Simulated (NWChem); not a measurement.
System: CHF₂, doublet; SMILES F[CH]F

Here is an NWChem input.

```
start job
memory heap 200 mb stack 900 mb global 1100 mb
geometry units angstroms noautoz
  F     -0.243387    -0.014181     1.104506
  C      0.489358     0.125926     0.000000
  F     -0.243387    -0.014181    -1.104506
  H      1.425528    -0.473636     0.000000
end
basis spherical
  F library 6-311++g**
  C library 6-311++g**
  H library 6-311++g**
end
dft
  odft
  mult 2
  xc xtpss03 ctpss03
  iterations 150
  mulliken
end
task dft energy
```

Output (shortened):

```
             Northwest Computational Chemistry Package (NWChem) 7.3.0
             --------------------------------------------------------

 CS  symmetry detected

                             Geometry "geometry" -> ""
                             -------------------------

 Output coordinates in angstroms (scale by  1.889725989 to convert to a.u.)

  No.       Tag          Charge          X              Y              Z
 ---- ---------------- ---------- -------------- -------------- --------------
    1 F                    9.0000    -0.24297331    -0.00766096    -1.10450600
    2 C                    6.0000     0.49379088     0.10948740     0.00000000
    3 F                    9.0000    -0.24297331    -0.00766096     1.10450600
    4 H                    1.0000     1.41077423    -0.51902704     0.00000000

 Effective nuclear repulsion energy (a.u.)      69.7777338508

      Symmetry information
      --------------------

 Group name             Cs
 Group number              2
 Group order               2
 No. of unique centers     3

                                 NWChem DFT Module
                                 -----------------

 Summary of "ao basis" -> "ao basis" (spherical)
 ------------------------------------------------------------------------------
       Tag                 Description            Shells   Functions and Types
 ---------------- ------------------------------  ------  ---------------------
 F                         6-311++g**               10       22   5s4p1d
 C                         6-311++g**               10       22   5s4p1d
 H                         6-311++g**                5        7   4s1p

      Symmetry analysis of basis
      --------------------------

        a'         44
        a"         29

            General Information
            -------------------
          SCF calculation type: DFT
          Wavefunction type:  spin polarized.
          No. of atoms     :     4
          No. of electrons :    25
           Alpha electrons :    13
            Beta electrons :    12
          Charge           :     0
          Spin multiplicity:     2
          Use of symmetry is: on ; symmetry adaption is: on
          Maximum number of iterations: 150
          AO basis - number of functions:    73
                     number of shells:    35
          Convergence on energy requested:  1.00D-06
          Convergence on density requested:  1.00D-05
          Convergence on gradient requested:  5.00D-04

              XC Information
              --------------
                  TPSS metaGGA Exchange Functional  1.000
             TPSS03 metaGGA Correlation Functional  1.000

             Grid Information
             ----------------
          Grid used for XC integration:  medium
          Radial quadrature: Mura-Knowles
          Angular quadrature: Lebedev.
          Tag              B.-S. Rad. Rad. Pts. Rad. Cut. Ang. Pts.
          ---              ---------- --------- --------- ---------
          F                   0.50       49          10.0       434
          C                   0.70       49          10.0       434
          H                   0.35       45          10.0       434
          Grid pruning is: on
          Number of quadrature shells:   143
          Spatial weights used:  Erf1

      Superposition of Atomic Density Guess
      -------------------------------------

 Sum of atomic energies:        -236.98468270

      Non-variational initial energy
      ------------------------------

 Total energy =    -237.619936
 1-e energy   =    -467.808893
 2-e energy   =     160.411223
 HOMO         =      -0.100582
 LUMO         =       0.052245

   Symmetry analysis of molecular orbitals - initial alpha
   -------------------------------------------------------

  Numbering of irreducible representations:

     1 a'          2 a"

  Orbital symmetries:

     1 a'          2 a"          3 a'          4 a'          5 a"
     6 a'          7 a"          8 a'          9 a'         10 a"
    11 a"         12 a'         13 a'         14 a'         15 a'
    16 a"         17 a'         18 a'         19 a'         20 a"
    21 a"         22 a'         23 a'

   Symmetry analysis of molecular orbitals - initial beta
   ------------------------------------------------------

  Numbering of irreducible representations:

     1 a'          2 a"

  Orbital symmetries:

     1 a'          2 a"          3 a'          4 a'          5 a"
     6 a'          7 a"          8 a'          9 a'         10 a"
    11 a"         12 a'         13 a'         14 a'         15 a'
    16 a"         17 a'         18 a'         19 a'         20 a"
    21 a"         22 a'         23 a'

     ---------------------------------------------
      Total Density - Mulliken Population Analysis
     ---------------------------------------------

    Atom       Charge   Shell Charges
 -----------   ------   -------------------------------------------------------
    1 F    9     9.25   1.08  0.92  1.18  1.10  2.49  0.84  1.71 -0.08  0.01  0.00
    2 C    6     5.67   1.10  0.89  0.37  0.77  1.04  0.62  0.57  0.09  0.08  0.13
    3 F    9     9.25   1.08  0.92  1.18  1.10  2.49  0.84  1.71 -0.08  0.01  0.00
    4 H    1     0.83   0.23  0.45  0.14 -0.01  0.02

     --------------------------------------------
      Spin Density - Mulliken Population Analysis
     --------------------------------------------

    Atom       Charge   Shell Charges
 -----------   ------   -------------------------------------------------------
    1 F    9     0.02   0.00 -0.00  0.02  0.00  0.04 -0.00 -0.00 -0.01 -0.03  0.00
    2 C    6     0.89   0.00 -0.00  0.11  0.05  0.26  0.10  0.28  0.05  0.04  0.00
    3 F    9     0.02   0.00 -0.00  0.02  0.00  0.04 -0.00 -0.00 -0.01 -0.03  0.00
    4 H    1     0.07   0.02  0.04  0.01 -0.01  0.00

[...]
```

Level: TPSS/6-311++G** (spherical d), spin-unrestricted. In the optimisation the excess spin sits in a' (Cs, its own frame). All runs use the structure optimised with PBE-D3(BJ)/def2-SVP, spin-unrestricted. No stability test was run on the SCF state.
